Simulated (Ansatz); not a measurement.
Mulliken charges of CH5GaOS2, SMILES `C[O][Ga]([SH])[SH]` from PBE/def2-TZVPP in Ansatz (PBE0-D4/def2-TZVP geometry).

| atom | x (Å) | y (Å) | z (Å) | charge (e) |
| --- | --- | --- | --- | --- |
| C1 | 0.524 | -1.663 | 0.604 | -0.122 |
| O2 | 0.859 | -0.306 | 0.456 | -0.316 |
| Ga3 | -0.220 | 0.887 | -0.294 | 0.420 |
| S4 | -2.174 | 0.221 | -1.041 | -0.256 |
| S5 | 0.517 | 2.942 | -0.406 | -0.244 |
| H6 | 1.284 | -2.285 | 0.120 | 0.097 |
| H7 | -0.449 | -1.923 | 0.167 | 0.078 |
| H8 | 0.492 | -1.925 | 1.667 | 0.096 |
| H9 | -2.504 | 1.452 | -1.467 | 0.119 |
| H10 | 1.672 | 2.601 | 0.194 | 0.127 |

**Question.** By hand: the dipole of these point charges (1 e Å = 4.8032 D).

**Answer.** Σ q r = (0.054, -0.156, 0.059) e Å, of length 0.175 e Å = 0.84 D.

**Question.** How does the dipole of the full density compare? (An estimate is asked.)

**Answer.** The calculation gave: (-0.007, -0.074, 0.013) e Å, 0.36 D; the point charges give 2.33 times that, at 26° from its direction.

Point charges leave out the atoms' own dipoles, such as those of lone pairs, and Mulliken's split depends on the basis, so the two needn't agree.
